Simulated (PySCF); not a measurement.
## Ca⁺ (calcium, charge +1) across methods

[Ar] 3d1, 2D determinant (an excited configuration). Computed with PySCF 2.14 in x2c-QZVPPall with one added diffuse shell each of s, p, d, f type (12s8p5d4f, 89 functions), with the spin-free X2C one-electron Hamiltonian (Gaussian nucleus).

```csv
method,E (hartree),mean ε 3p α (eV),mean ε 3p β (eV),mean ε 3d α (eV),Σ⟨r²⟩ (bohr²),⟨S²⟩
LDA,-678.325,-31.508,-30.984,-6.318,23.65,0.750
PBE,-679.977,-31.461,-30.924,-6.382,23.78,0.750
PBE0,-680.016,-33.765,-33.062,-7.337,23.37,0.751
wB97X,-680.200,-36.173,-35.517,-9.322,23.07,0.750
M06-2X,-680.200,-35.946,-35.283,-8.300,23.37,0.750
PW91,-680.202,-31.512,-30.974,-6.428,23.70,0.750
r2SCAN,-680.157,-32.154,-31.516,-6.426,23.41,0.751
UHF,-679.37328,-39.829,-38.603,-9.757,23.28,0.752
```

Q: Estimate the same row for BLYP.

A: E (hartree) = -680.214; mean ε 3p α (eV) = -31.334; mean ε 3p β (eV) = -30.830; mean ε 3d α (eV) = -6.366; Σ⟨r²⟩ (bohr²) = 23.91; ⟨S²⟩ = 0.750.
